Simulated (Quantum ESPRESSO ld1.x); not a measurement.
Question: All-electron atom: Pb62+ in [Ar] 3d2. Method: Dirac Kohn-Sham, PBE, spin-unpolarised, spherical densities, point nucleus; open shells fill j = l - 1/2 first; computed with ld1.x of Quantum ESPRESSO 7.5. Some entries of the table are withheld. Estimate them.

orbital,occ.,eigenvalue (eV),<r^2> (bohr^2),<r> (bohr)
1s1/2,2,-92665.129,0.0003570,(1)
2s1/2,2,(2),(3),0.06643
2p1/2,2,-19701.690,(4),0.05449
2p3/2,4,-17482.587,(5),0.06321
3s1/2,2,-7806.595,0.03106,0.1646
3p1/2,2,-7576.576,(6),0.1545
3p3/2,4,-7009.132,(7),0.1680
3d3/2,2,-6687.122,0.02402,0.1440
3d5/2,0,-6559.151,0.02530,0.1481

Answer: 
(1) 1s1/2 <r> (bohr): 0.01604
(2) 2s1/2 eigenvalue (eV): -20287.657
(3) 2s1/2 <r^2> (bohr^2): 0.005282
(4) 2p1/2 <r^2> (bohr^2): 0.003715
(5) 2p3/2 <r^2> (bohr^2): 0.004854
(6) 3p1/2 <r^2> (bohr^2): 0.02781
(7) 3p3/2 <r^2> (bohr^2): 0.03270
